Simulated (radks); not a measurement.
Results of a calculation; reference values are marked as such.
Problem. Excited configurations of neutral europium: one electron is placed in a higher orbital outside [Xe] 4f7 6s1. The ground configuration is [Xe] 4f7 6s2. Code: a radial shooting solver on a logarithmic mesh with Libxc functionals. Model: Dirac Kohn-Sham, PBE, spin-unpolarised, spherical densities, point nucleus; open shells fill j = l - 1/2 first. Excitation = E - E(ground); binding = E(ion) - E, where the ion is the core of charge +1; n* = 1/sqrt(2 binding) in atomic units, and the quantum defect is n - n*.

outer orbital  excitation (eV)  binding (eV)     n*  quantum defect  eigenvalue (eV)  <r> (bohr)
5f5/2                    5.086         0.930  3.825           1.175           -0.428       16.80
6p1/2                    2.344         3.671  1.925           4.075           -1.863       5.556
6f5/2                    5.363         0.653  4.565           1.435           -0.367       28.30
7s1/2                    3.879         2.136  2.524           4.476           -1.270       10.18
7p1/2                    4.408         1.607  2.909           4.091           -0.931       12.77
7d3/2                    5.083         0.932  3.820           3.180           -0.534       21.23

Estimate the row for 6d3/2.

Solution. excitation (eV) 4.528; binding (eV) 1.488; n* 3.024; quantum defect 2.976; eigenvalue (eV) -0.720; <r> (bohr) 11.51. The Delta-SCF ionisation energy is 6.015 eV (NIST Atomic Spectra Database: 5.670 eV, measured). Self-interaction in the functional shifts the binding energies and quantum defects, so they are the method's values and not measured ones. Spin polarisation and multiplet splitting are left out, so open shells lie too high by an amount that depends on their filling.

Beside tabulated values, note that spin-unpolarised runs miss the spin-polarisation part of the exchange energy of open shells.
